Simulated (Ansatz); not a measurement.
# SbHF (SMILES [F][SbH]): the electronic atomisation energy, rung by rung

SbHF: 3 atoms, total charge 0, spin state doublet. SMILES: `[F][SbH]`. The coordinates come from a PBE0-D4/def2-TZVP relaxation.

```xyz
3

F    -0.8262    1.1003   -0.3412
Sb   -0.3238   -0.7513   -0.2559
H     1.1390   -0.4137    0.5838
```

Quantity: the electronic atomisation energy, in eV. The values are calculated. Electronic energies at fixed atoms, without zero-point motion or spin-orbit coupling.

```
            level                    kind  program  value (eV)  less FCI/STO-3G  CPU time (all runs)
       UHF/STO-3G            Hartree–Fock   Ansatz        3.42            -1.72               0.54 s
     UBLYP/STO-3G                     GGA   Ansatz        8.06            +2.92                3.4 s
  U-r2SCAN/STO-3G                meta-GGA   Ansatz        7.32            +2.18                 11 s
    UB3LYP/STO-3G           global hybrid   Ansatz        7.46            +2.32                3.5 s
     UPBE0/STO-3G           global hybrid   Ansatz        7.00            +1.86                3.4 s
UCAM-B3LYP/STO-3G  range-separated hybrid   Ansatz        7.35            +2.21                3.9 s
   UB2PLYP/STO-3G           double hybrid   Ansatz        6.41            +1.27                3.6 s
       FCI/STO-3G      exact in the basis   Ansatz        5.14             0.00               0.79 s
```

FCI/STO-3G is exact within its basis and frozen core, so for wave-function methods in that basis the difference is their error; functionals converge differently with the basis, so for them it is only a difference. All-electron rows without a relativistic Hamiltonian named are non-relativistic. The values span 3.42 to 8.06 eV. All rows use very small basis sets, so none should be taken for the real molecule's value. In so small a basis fixed costs decide the times, and correlated methods can beat functionals. Times are those of the runs behind each value, whatever else they computed, on shared processors of several kinds: orders of magnitude only.
